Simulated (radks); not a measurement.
The numbers below are computed, except where a source is named.
Question: These are the eigenvalues of the occupied orbitals of an atom or ion with whole-number occupations (Ry). Level of theory: Dirac Kohn-Sham, PBE, spin-unpolarised, spherical densities, finite nucleus; Fermi nuclear charge, rms radius of each element as measured or else 0.836 A^(1/3) + 0.57 fm (a radial shooting solver on a logarithmic mesh with Libxc functionals).

orbital  eigenvalue
1s1/2     -75.70105

Which element is it, and in what charge state? The configuration may be excited. Open shells, if any, fill j = l - 1/2 first.

Answer: Z = 9, fluorine, charge +8: F8+ in 1s1. The 1s level, -37.851 hartree, gives Z - s = 8.7 by -(Z - s)^2/2, which with screening and relativity narrows Z to a few neighbours, and the depths must fix Z and the occupations together.
